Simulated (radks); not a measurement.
Trend from C+ to Pb+: ionisation energy by Delta-SCF between NIST ground configurations, and size. Method: Dirac Kohn-Sham, PBEsol, spin-unpolarised, spherical densities, finite nucleus; open shells fill j = l - 1/2 first; Fermi nuclear charge, rms radius of each element as measured or else 0.836 A^(1/3) + 0.57 fm; computed with a radial shooting solver on a logarithmic mesh with Libxc functionals.

species      configuration  configuration of the ion  IE (eV)  NIST (eV)  kind  outermost  <r> outermost (bohr)  r at 0.001 e/bohr^3 (bohr)
C+            [He] 2s2 2p1                  [He] 2s2   24.026     24.383  exp.      2p1/2                  1.51                        3.18
Si+           [Ne] 3s2 3p1                  [Ne] 3s2   15.991     16.346  exp.      3p1/2                  2.45                        3.92
Ge+      [Ar] 3d10 4s2 4p1             [Ar] 3d10 4s2   15.617     15.935  exp.      4p1/2                  2.52                        3.92
Sn+      [Kr] 4d10 5s2 5p1             [Kr] 4d10 5s2   14.378     14.633  exp.      5p1/2                  2.82                        4.18
Pb+               [Hg] 6p1                      [Hg]   14.860     15.032  exp.      6p1/2                  2.77                        4.13

Reference values: NIST Atomic Spectra Database (measured). Spin polarisation and multiplet splitting are left out, so open shells lie too high by an amount that depends on their filling.

Beside tabulated values, note that spin-unpolarised runs miss the spin-polarisation part of the exchange energy of open shells.
